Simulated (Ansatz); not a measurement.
Two structures, one formula

The two ends of one reaction step of BNH5Br, singlet (PBE0-D4/def2-TZVP).

A:

```tsv
atom	x (Å)	y (Å)	z (Å)
B1	-0.1183	-0.7851	0.1207
N2	-0.1160	0.8059	-0.1614
H3	-0.4833	-1.3228	-0.8896
H4	-0.7969	-0.9705	1.0946
H5	0.4937	1.0204	-0.9464
Br6	1.8287	-1.1982	0.5017
H7	0.2435	1.3036	0.6491
H8	-1.0515	1.1468	-0.3687
```

B:

```
8
angstrom
B -1.0142 -0.5838 0.2862
N -0.4662 0.6506 -0.0554
H -1.3968 -1.3042 -0.5871
H -1.0624 -0.8917 1.4397
H 1.5875 -0.0273 -0.2564
Br 2.9999 -0.1832 -0.4578
H -0.1897 1.3356 0.6295
H -0.4583 1.0042 -0.9987
```

Ansatz 0.2.0; basis: def2-TZVPP; cores frozen in the correlated methods. Filled d shells of the heavier atoms are correlated. The def2 sets are not built for correlating such inner shells, so the correlated values are less sure here. B3LYP uses VWN-RPA correlation.

Question: Which structure is lower at CCSD(T), and by how much? (Judge from chemistry; the value comes from the calculation.)

Answer: By the calculation: A, by 64.9 kJ/mol (electronic energy, against the other). By their contacts, A is BNH₅Br ([NH3][BH2][Br]) and B is a complex of BNH₄ ([BH2][NH2]) + HBr.

All methods give the same order:

| method | E(B) − E(A) (kJ/mol) |
| --- | --- |
| SPW92 | 84.9 |
| PBE-D4 | 65.5 |
| BLYP-D4 | 44.1 |
| r2SCAN-D4 | 67.7 |
| B97M-V | 59.7 |
| PBE0-D4 | 72.9 |
| B3LYP-D4 | 51.9 |
| r2SCAN0-D4 | 73.5 |
| BHLYP-D4 | 58.8 |
| CAM-B3LYP-D4 | 55.1 |
| wB97X-V | 66.3 |
| wB97M-V | 64.4 |
| B2PLYP | 55.8 |
| PBE-QIDH | 77.6 |
| RPA on PBE | 58.9 |
| HF | 44.7 |
| MP2 | 72.0 |
| CCSD | 62.9 |
| CCSD(T) | 64.9 |

No T1 diagnostic of these runs exceeds 0.009.

Labels in which every atom is bracketed show which atoms are joined, not bond orders.

For scale, one of the runs: CCSD(T)/def2-TZVPP, 180 basis functions, launched by `ansatz run in.yaml --threads 4 --pin off --events-out ev --progress --plain --max-ram 9574MiB`. Hardware: 4 CPU threads of an Intel Xeon 6975P-C, shared host. Wall time 11 s; peak host memory 1.9 GiB.
